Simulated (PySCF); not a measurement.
**Atomic charges by several schemes**

Compound: C₂H₇NSi₂.
Cartesian coordinates in Å at the GFN2-xTB level; atoms count from 1:
```xyz
12
C2H7NSi2 angstrom
N     -1.4358    2.5100    0.0679
C     -1.4949    1.3792    0.2393
C     -1.5200   -0.0336    0.4219
Si    -0.1033   -0.8583   -0.5985
Si     1.9435    0.0137    0.0370
H     -2.4928   -0.4131    0.1064
H     -1.3997   -0.2522    1.4843
H     -0.2967   -2.2938   -0.3383
H     -0.4654   -0.6499   -2.0062
H      3.0220   -0.5927   -0.7477
H      2.0145    1.4630   -0.1395
H      2.2298   -0.2729    1.4474
```

Density: PBE0/pcSseg-1 (PySCF); schemes: Mulliken, IAO, Hirshfeld and ESP-fitted. Geometry: GFN2-xTB, one conformer, isolated molecule.

Give the atomic charges in each scheme.

In e:

| atom | environment | Mulliken | IAO | Hirshfeld | ESP-fitted |
| --- | --- | --- | --- | --- | --- |
| N1 | nitrile nitrogen | -0.248 | -0.266 | -0.239 | -0.498 |
| C2 | nitrile carbon | +0.029 | +0.137 | +0.074 | +0.411 |
| C3 | sp3 carbon bound to silicon | -0.493 | -0.564 | -0.129 | -0.435 |
| Si4 | SiH2 silicon | +0.334 | +0.475 | +0.272 | +0.373 |
| Si5 | SiH3 silicon | +0.195 | +0.290 | +0.226 | +0.127 |
| H6 | methylene hydrogen | +0.196 | +0.192 | +0.070 | +0.171 |
| H7 | methylene hydrogen | +0.192 | +0.188 | +0.067 | +0.161 |
| H8 | Si–H hydrogen | -0.046 | -0.099 | -0.072 | -0.105 |
| H9 | Si–H hydrogen | -0.026 | -0.091 | -0.068 | -0.081 |
| H10 | Si–H hydrogen | -0.051 | -0.091 | -0.069 | -0.055 |
| H11 | Si–H hydrogen | -0.024 | -0.077 | -0.061 | -0.020 |
| H12 | Si–H hydrogen | -0.056 | -0.093 | -0.070 | -0.048 |

Mean size of the charges over all atoms: IAO 0.214 e, ESP-fitted 0.207 e, Mulliken 0.158 e, Hirshfeld 0.118 e. Each set sums to the total charge, 0, to within 0.001 e. The ESP scheme is a least-squares fit of atom-centred charges to the potential on four shells outside the van der Waals surface, with the total charge fixed.

Lowest charge. The schemes don't all agree: Mulliken C3 (-0.493); IAO C3 (-0.564); Hirshfeld N1 (-0.239); ESP-fitted N1 (-0.498).

Highest charge. The schemes don't all agree: Mulliken Si4 (+0.334); IAO Si4 (+0.475); Hirshfeld Si4 (+0.272); ESP-fitted C2 (+0.411).

Sum the charges by element, for elements with more than one atom.

```csv
element,atoms,Mulliken,IAO,Hirshfeld,ESP-fitted
C,2,-0.465,-0.427,-0.055,-0.024
Si,2,+0.529,+0.765,+0.498,+0.499
H,7,+0.184,-0.072,-0.203,+0.022
```

How many electrons does the ESP-fitted scheme count on N1?

Z − q = 7 − (-0.498) = 7.498.

How closely do the schemes follow one another over all atoms?

Correlation coefficient and root-mean-square difference: Mulliken with IAO 0.98, 0.070 e; IAO with Hirshfeld 0.90, 0.150 e; IAO with ESP-fitted 0.89, 0.126 e; Mulliken with ESP-fitted 0.86, 0.137 e; Hirshfeld with ESP-fitted 0.85, 0.162 e; Mulliken with Hirshfeld 0.84, 0.121 e.
